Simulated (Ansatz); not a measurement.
An input meant for SnBrH3 (SnH₃Br) (charge 0, singlet).

```yaml
crystal:
  periodic: [false, false, false]
  atoms:
    - {symbol: Sn, position_ang: [-0.001117, 0.001977, -0.210533]}
    - {symbol: Br, position_ang: [0.012518, -0.021128, 2.277667]}
    - {symbol: H, position_ang: [1.627262, 0.011186, -0.698069]}
    - {symbol: H, position_ang: [-0.823468, 1.416431, -0.671424]}
    - {symbol: H, position_ang: [-0.815195, -1.408465, -0.697642]}
basis:
  gaussian: {orbitals: def2-SVPD}
total_charge: 4
magnetization: {spin_polarized: true, initial_magnetization: 0}
hamiltonian: {xc: {name: r2SCAN50}, pseudopotentials: {relativity: scalar}}
scf: {lower_state_search: off}
```

```sh
$ ansatz run in.yaml --threads 4 --pin off --events-out ev --progress --plain --max-ram 3916MiB
```

It prints (some lines left out):

```
Functional definition: r2SCAN50
1053 factors; integrals over basis functions are off by at most 2.7e-4 eV
mean field evaluation 1: about -76478.3229 eV, gradient 5.2e1 eV
mean field evaluation 2: about -76419.2317 eV, gradient 9.2e1 eV
mean field evaluation 4: about -76505.5757 eV, gradient 1.2e1 eV
mean field evaluation 8: about -76506.6963 eV, gradient 1.1e0 eV
mean field evaluation 16: about -76506.7482 eV, gradient 2.9e-4 eV
mean field -76506.74816801 eV, -2811.5711370379 hartree, gradient 8.6e-6 eV, S^2 0.000000; 0 other end points of the search recorded, 0 dependent functions left out
reference -76506.74818481 eV, -2811.5711376554 hartree; 28, 28 occupied and 69, 69 virtual orbitals, 1053 factors
Total energy: -76506.74818481 eV, -2811.5711376554 hartree
Relativity: scalar
Checks for a lower state left out: stability, starts, cluster_reference, orbital_swaps, neighbouring_geometries, increment
```

Something in this input is off. What?

The charge is far from what the species holds (4 typed, 0 meant). Self-consistency was reached. The result belongs to that input, not to the species as meant.
